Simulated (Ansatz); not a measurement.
A search over several starts for the lowest SCF solution of W₂N₂ at the given spin, in a small basis.

```yaml
crystal:
  periodic: [false, false, false]
  atoms:
    - {symbol: W, position_ang: [-1.261103, -0.027173, -0.117672]}
    - {symbol: W, position_ang: [-0.901862, -2.017390, -0.584309]}
    - {symbol: N, position_ang: [0.559717, 0.826137, 0.256032]}
    - {symbol: N, position_ang: [1.603258, 1.218426, 0.445958]}
basis:
  gaussian: {orbitals: def2-SVP, initial_orbitals: start.molden}
hamiltonian: {xc: pbe0, dispersion: d4}
output: {orbitals: {seedname: orbitals}}
```

The file start.molden holds the orbitals of an earlier run on this structure, at another level or in another basis.

```sh
$ ansatz run in.yaml --threads 2 --pin off --events-out ev --progress --plain --max-ram 4352MiB
```

Output, abridged:

```
Functional definition: PBE0
1038 factors; their error is unknown
mean field evaluation 1: about -6556.8018 eV, gradient 8.6e2 eV
mean field evaluation 2: about -6579.3205 eV, gradient 5.5e1 eV
mean field evaluation 4: about -6611.2057 eV, gradient 2.2e1 eV
mean field evaluation 8: about -6619.7146 eV, gradient 8.7e-1 eV
mean field evaluation 16: about -6594.6730 eV, gradient 1.0e2 eV
mean field evaluation 32: about -6619.8255 eV, gradient 1.5e-3 eV
mean field -6619.82548782 eV, -243.2740995986 hartree, gradient 1.1e-5 eV, S^2 0.000000; 5 other end points of the search recorded, 0 dependent functions left out
reference -6619.82551628 eV, -243.2741006443 hartree; 21, 21 occupied and 71, 71 virtual orbitals, 1038 factors
Total energy: -6619.94418820 eV, -243.2784617570 hartree
```

It took 4.8 s on 2 threads of Arm Neoverse V1 on a shared host.

In the def2 sets W takes a core potential; there is no spin–orbit coupling. The restricted singlet is unstable towards broken spin symmetry at other levels; at PBE0-D4/def2-SVP this wasn't settled. At PBE0-D4/def2-TZVP a triplet of charge 0 lies 0.19 eV below the restricted singlet, each at its own geometry. The structure comes from a short search, and lower isomers may exist.
